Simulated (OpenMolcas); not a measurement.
## Hf²⁺: effect of the active space

| Property | Result |
| --- | --- |
| Program | OpenMolcas 26.06 |
| Method | XMS-CASPT2, IPEA 0.25 Eh, imaginary shift 0.1 Eh |
| Basis | ANO-RCC-VTZP |
| Scalar Hamiltonian | DKH2, point nucleus |
| Spin-orbit coupling | RASSI with atomic mean-field integrals over the reference wave functions, term energies averaged over their components |

A. 2 electrons in 5 orbitals (5d); 2S+1 = 3 even, 10 roots; 2S+1 = 1 even, 15 roots; closed shells correlated: 5s 5p; CASPT2 step roughly 6 core-seconds
B. 2 electrons in 6 orbitals (5d 6s); 2S+1 = 3 even, 15 roots; 2S+1 = 1 even, 21 roots kept (CI in the orbitals of an earlier block); closed shells correlated: 5s 5p; CASPT2 step about 13 core-seconds
C. 2 electrons in 10 orbitals (5d 6d); 2S+1 = 3 even, 10 roots; 2S+1 = 1 even, 15 roots; closed shells correlated: 5s 5p; CASPT2 step roughly 120 core-seconds

Energies in cm⁻¹ above 5d² ³F₂.

```
         Level      A      B      C
       5d² ³F₂    0.0    0.0    0.0
       5d² ³F₃   3140   3670   3100
       5d² ³F₄   6130   6680   6130
5d² ³P₀ [52 %]   9510  11450   9710
       5d² ³P₁  11190  11660  11240
5d² ³P₂ [59 %]  14340  13150  14780
       5d² ¹G₄  15040  15520  15120
       5d² ¹S₀  29290  31770  30700
```

Among A to C the level of the table that moves most is 5d² ¹S₀, by 2500 cm-1 (lowest in A, highest in B). Moves below CASPT2's spread within the term are not significant.

CASPT2 breaks the degeneracy within a term, and the mean is taken; among the terms shown or strongly mixed into the levels shown the widest spread is 550 cm-1 (5d² ¹G, B). Over all roots computed the reference weight is 0.90 to 0.96 in B; the roots of lowest weight are the least certain, and an intruder state may touch them. Configurations with an s electron lie low in 5d ions of this charge, fall among these levels and mix in, so low-spin terms can stand far too high, up to twice their true height, and weights are not those of the real levels (holds for A). Terms from blocks run as CI alone lack orbitals of their own (holds for B). Configurations are named by rounded mean occupations; where the s occupation lies near a half they are strongly mixed, a name can repeat and a true partner stay unpaired (holds for B). Active for correlation alone: 6d; no level in the range computed is led by a configuration that fills it, so any true level of that kind is missing (holds for C). Only configurations of the active space appear. Levels that lie high or do not pair safely by name in every column are left out.

A share in square brackets marks a mixed level and gives the weight of the term that names it, the lowest over the columns.
